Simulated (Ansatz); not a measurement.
Program: Ansatz. Geometries: PBE0-D4/def2-TZVP. ΔE: electronic, gas phase. CBS: MP2 limit from def2 TZ/QZ plus the TZ coupled-cluster correction, frozen cores. This one scheme is used for every species. DFT in def2-TZVPP. HSE06 is defined as in plane-wave codes. Elements past krypton have def2 core potentials. For I, In outer-core shells are correlated without core-valence functions, which leaves a few kJ/mol of doubt a bond. Each species was taken in one conformer, which may not be the lowest.

`[F][In]([F])[SH]` + HI → `[F][In]([F])[I]` + H₂S  (ligand exchange at the In–S bond)

Task: Is it downhill or uphill in electronic energy at CCSD(T)/CBS, and by how much? (Best estimate.)

Result: Computed: Downhill: ΔE = -0.54 eV.

Task: What do these levels give: revPBE-D4, HSE06-D4, ωB97X-V, PBE-QIDH, PBE, BLYP, r2SCAN, HF/def2-SVP, HF/def2-TZVPP, CCSD(T)/def2-TZVPP, HF/CBS(def2), MP2/CBS(def2)? (An estimate is asked.)

Result: Ansatz gave: revPBE-D4 -0.45, HSE06-D4 -0.50, ωB97X-V -0.51, PBE-QIDH -0.52, PBE -0.46, BLYP -0.47, r2SCAN -0.50, HF/def2-SVP -0.63, HF/def2-TZVPP -0.62, CCSD(T)/def2-TZVPP -0.47, HF/CBS(def2) -0.64, MP2/CBS(def2) -0.58 eV.

Largest T1 diagnostic among the species: 0.016.

From BLYP to BHLYP (50 % exact exchange), in def2-TZVPP and without D4, ΔE moves by −0.08 eV. In def2-TZVPP, CCSD(T) changes the Hartree–Fock value by +0.16 eV (the triples alone add +0.02 eV) and MP2 by +0.12 eV. Leaving LDA and LC-ωPBE aside and taking each functional with its dispersion term where it has one, the values, not all of them listed here, spread over 0.11 eV, from BHLYP-D4 to B97M-V. LDA lies +0.04 eV from PBE without D4.
